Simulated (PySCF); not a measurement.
Mo: excitation energy

Mo [Kr] 4d5 5s1 (7S) → Mo [Kr] 4d5 5p1 (7P), as a difference of total energies. Computed with PySCF 2.14 in x2c-TZVPPall (8s6p6d2f1g, 79 functions), with the spin-free X2C one-electron Hamiltonian (Gaussian nucleus). Correlated levels: valence: [Kr] frozen. The calculations carry no spin-orbit coupling.

| method | excitation energy (cm⁻¹) |
| --- | --- |
| UHF | 23338 |
| MP2 (valence) | 25194 |
| SCS-MP2 (valence) | 23956 |
| CCSD (valence) | 25026 |
| CCSD(T) (valence) | 25053 |

The basis was made for the ground configuration and has no added diffuse functions, so the excitation energy can come out too high.
